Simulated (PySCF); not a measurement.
Isomers of C3H7BF2, mass 92.061 u with the commonest isotopes. Computed with PBE0-D3(BJ)/def2-SVP geometry optimisation, gas phase (PySCF 2.14.0). One conformer each, none proved a minimum here; rigid rotors.

**Question.** Order these by out-of-plane moment Σ m c² = (Ia + Ib − Ic)/2, smallest first.
A. `[CH3:1][C@@H:2]([BH:3][F:4])[CH2:5][F:6]` with C1–C2–B3–F4 -89°, C1–C2–C5–F6 -176°
B. `[CH3:1][CH2:2][CH2:3][B:4]([F:5])[F:6]` with C1–C2–C3–B4 180°, C2–C3–B4–F5 -177°
C. `[CH3:1][CH:2]([CH3:3])[B:4]([F:5])[F:6]` with C1–C2–B4–F5 118°

**Answer.** B (4.69 u·Å²), A (11.73 u·Å²), C (16.68 u·Å²).

**Question.** Order these by rotational constant A, smallest first.
A. `[CH3:1][C@@H:2]([BH:3][F:4])[CH2:5][F:6]` with C1–C2–B3–F4 -89°, C1–C2–C5–F6 -176°
B. `[CH3:1][CH:2]([CH3:3])[B:4]([F:5])[F:6]` with C1–C2–B4–F5 118°
C. `[CH3:1][CH2:2][CH2:3][B:4]([F:5])[F:6]` with C1–C2–C3–B4 180°, C2–C3–B4–F5 -177°

**Answer.** A (4285 MHz), B (4592 MHz), C (8049 MHz).

**Question.** Order these by rotational constant C, largest first.
A. `[CH3:1][CH:2]([CH3:3])[B:4]([F:5])[F:6]` with C1–C2–B4–F5 118° (isopropyldifluoroborane)
B. `[CH3:1][C@@H:2]([BH:3][F:4])[CH2:5][F:6]` with C1–C2–B3–F4 -89°, C1–C2–C5–F6 -176°
C. `[CH3:1][CH2:2][CH2:3][B:4]([F:5])[F:6]` with C1–C2–C3–B4 180°, C2–C3–B4–F5 -177°

**Answer.** A (1975 MHz), B (1717 MHz), C (1421 MHz).

| SMILES | point group | Ia (u·Å²) | Ib (u·Å²) | Ic (u·Å²) | κ | μa (D) | μb (D) | μc (D) |
| --- | --- | --- | --- | --- | --- | --- | --- | --- |
| CCCB(F)F | near Cs | 62.79 | 302.24 | 355.66 | -0.92 | 1.51 | 0.51 | 0.02 |
| C[C@@H](BF)CF | C1 | 117.93 | 199.80 | 294.28 | -0.37 | 0.21 | 2.31 | 0.17 |
| CC(C)B(F)F | C1 | 110.07 | 179.22 | 255.92 | -0.35 | 1.50 | 0.26 | 0.30 |
